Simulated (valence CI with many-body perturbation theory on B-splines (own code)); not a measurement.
Results of a calculation; reference values are marked as such.
## Ho⁵³⁺: what the settings do

Level of theory: configuration interaction combined with many-body perturbation theory (CI+MBPT): four valence electrons over a frozen Dirac-Fock core [Ne], a basis of 6 s, 6 p, 5 d, 3 f, 1 g functions for each j, with the one-electron correlation potential Σ1, the two-electron term Σ2, the three-electron term Σ3, Breit, model QED; selected CI, second order for the rest, scaled by the run's own slope (own B-spline code, finite nucleus).

The last digits are not significant, and no measured levels were compared; by estimate large intervals hold to a few tenths of a per cent, small ones and those within an open d or f shell to about a per cent.

The reference run has the lowest level (3s^2 3p1/2^2) J=0 and an ionisation energy of 5137.17 eV. Its largest variational space holds 9999 state functions.

Levels are named by their leading jj configuration (3d3/2^4 stands for four electrons in 3d with j = 3/2), which in mixed levels can hold well under half, so a name can repeat and another be missing.

| Level | Reference (cm⁻¹) | Shift (cm⁻¹) |
| --- | --- | --- |
| (3s^2 3p1/2 3p3/2) J=1 | 1725500 | +3.6 |
| (3s^2 3p1/2 3p3/2) J=2 | 1793000 | -0.5 |
| (3s 3p1/2^2 3p3/2) J=2 | 2883610 | +16 |
| (3s 3p1/2^2 3p3/2) J=1 | 3087140 | +16 |
| (3s^2 3p1/2 3d3/2) J=2 | 3292050 | +25 |
| (3s^2 3p3/2^2) J=2 | 3568310 | +1.8 |
| (3s^2 3p1/2 3d3/2) J=1 | 3592620 | +17 |
| (3s^2 3p3/2^2) J=0 | 3714250 | -0.5 |
| (3s^2 3p1/2 3d5/2) J=2 | 3833120 | +19 |
| (3s^2 3p1/2 3d5/2) J=3 | 3840150 | +22 |
| (3s 3p1/2^2 3d3/2) J=1 | 4477920 | +37 |
| (3s 3p1/2^2 3d3/2) J=2 | 4528040 | +35 |

The ionisation energy moves by -0.00054 eV.

(1) Which of these changes was made?
A. correlating orbitals by l 3 3 3 2 1 → 4 4 0 0 0
B. box radius (bohr) 1.5609 → 4.11; averaging of valence orbitals over low configurations on → off
C. size limit of the variational space 10000 → 6000; highest l with Σ1, explicit Σ2 and valence Breit (higher l get mean screening factors) 3 → 0

## Answers

(1) B. box radius (bohr) 1.5609 → 4.11; averaging of valence orbitals over low configurations on → off.
